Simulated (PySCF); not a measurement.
## [RuO3]+: from structure and modes to constants

Method: PySCF, UB3LYP, basis Ru def2-SVP with ECP28, O def2-SVP (scalar-relativistic core potentials, no spin–orbit coupling, density fitting).

The doublet minimum has C3v symmetry. Masses (u): Ru 101.90435, O 15.99492.

```xyz
4
charge 1 multiplicity 2, angstrom
Ru    0.0000    0.0000   -0.1423
O     1.5953    0.0000    0.3053
O    -0.7976    1.3816    0.3053
O    -0.7976   -1.3815    0.3053
```

Harmonic wavenumbers (cm⁻¹): 236.8 (a1, ×1), 331.2 (e, ×2), 983.9 (e, ×2), 999.9 (a1, ×1).

Find the principal moments of inertia and the rotational constants. What kind of rotor is it?

About the centre of mass I = 67.595, 67.595, 122.12 u Å². With B = 16.8576/I this gives 0.2494, 0.2494, 0.138 cm⁻¹. The molecule is an oblate symmetric top.

What is the harmonic zero-point energy?

Half the sum of all 6 wavenumbers, 3867/2 = 1933 cm⁻¹, which is 23.1 kJ/mol (1 cm⁻¹ = 0.0119627 kJ/mol).

Find the vibrational entropy and heat capacity at 298.15 K.

With u = 1.43878 ω/T, each mode gives S = R[u/(eᵘ−1) − ln(1−e⁻ᵘ)] and C = R u² eᵘ/(eᵘ−1)².
```tsv
ω (cm⁻¹)	u	S (J/(mol K))	C (J/(mol K))
236.8	1.143	7.64	7.47
331.2 (×2)	1.598	5.25	6.75
983.9 (×2)	4.748	0.42	1.65
999.9	4.825	0.39	1.58
```
The sums over all modes are S = 19.4 and C = 25.9 J/(mol K); the softest mode gives 39 % of the entropy (each member, where degenerate).

This need not be the most stable arrangement of these atoms. With open d or f shells other occupations or spin states may lie lower.
